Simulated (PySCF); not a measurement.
WH6, SMILES [WH6], multiplicity 1. Atoms are numbered in the order given.

```xyz
7

W      0.0000     0.0000     0.0000
H      0.0000    -1.8074     0.0000
H     -1.8074     0.0000     0.0000
H      1.8074     0.0000     0.0000
H      0.0000     0.0000    -1.8074
H      0.0000     0.0000     1.8074
H      0.0000     1.8074     0.0000
```
Charge 0, spin multiplicity 1.

Geometry: B3LYP-D3(BJ)/def2-TZVP. The geometry has at least one imaginary mode, so it is a saddle point at that level. The spin state was assumed, not searched. The def2 effective core potentials stand for the cores of W; spin–orbit coupling is left out.

Computed with PySCF with B3LYP/def2-TZVPD.

Mulliken values depend strongly on the basis, most of all with diffuse functions as here. ESP charges are fitted to the potential on shells at 1.4 to 2.0 van der Waals radii. Atomic charges (e):

| atom | ESP fit | Mulliken |
|---|---|---|
| W1 | [?] | 1.24 |
| H2 | [?] | -0.21 |
| H3 | [?] | -0.21 |
| H4 | [?] | -0.21 |
| H5 | [?] | -0.21 |
| H6 | [?] | -0.21 |
| H7 | [?] | -0.21 |

Question: What belongs in the gaps? (The exact figures need the calculation; the answer reports its results.)

Answer: 
- W1, ESP fit: 0.56
- H2, ESP fit: -0.09
- H3, ESP fit: -0.09
- H4, ESP fit: -0.09
- H5, ESP fit: -0.09
- H6, ESP fit: -0.09
- H7, ESP fit: -0.09
